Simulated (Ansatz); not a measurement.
Born–Oppenheimer molecular dynamics of BrF₆HMo (9 atoms, charge 0, multiplicity 1). It starts at the highest image of a converged band, a first-order saddle point between two minima.

The calculation used RKS PBE/def2-SVP in Ansatz.

```json
{"ensemble": "NVE (velocity Verlet)", "time step": "0.5 fs", "steps asked": "200", "starting velocities drawn for": "100 K", "seed": "9383"}
```

First frame:

```xyz
9
Properties=species:S:1:pos:R:3
Mo 0.328 0.110 -0.306
F -0.568 0.721 2.594
F 1.776 -0.162 -1.429
F -0.204 1.875 -0.306
F -1.348 -0.335 0.302
F 0.752 -1.516 0.451
F -0.492 -0.021 -1.964
Br 2.132 1.052 1.201
H 0.299 1.064 2.731
```

Problem. How far do the bonds stretch over the last three quarters of this one trajectory? (Pairs bonded in most of those frames.)

Solution. 
```tsv
bond	mean (Å)	spread (Å)	shortest	longest
Mo1–F3	1.858	0.013	1.84	1.88
Mo1–F4	1.851	0.006	1.84	1.86
Mo1–F5	1.840	0.006	1.83	1.85
Mo1–F6	1.850	0.009	1.83	1.86
Mo1–F7	1.858	0.018	1.82	1.88
Mo1–Br8	2.517	0.002	2.51	2.52
F2–H9	0.941	0.006	0.93	0.95
```

Mean temperature of the second half: 49 K. The conserved energy stayed within 0.0082 meV per atom of its start (net change 0.0016 meV per atom), so the integration is sound. A run of 0.1 ps of so small a system gives no equilibrium averages. The orbitals stay closed-shell, which can raise the energy where a bond breaks towards radicals; this wasn't checked here.

Time of the run: 7.7 min on 4 threads of Arm Neoverse V2, with other jobs on the host, peak memory 0.24 GiB.
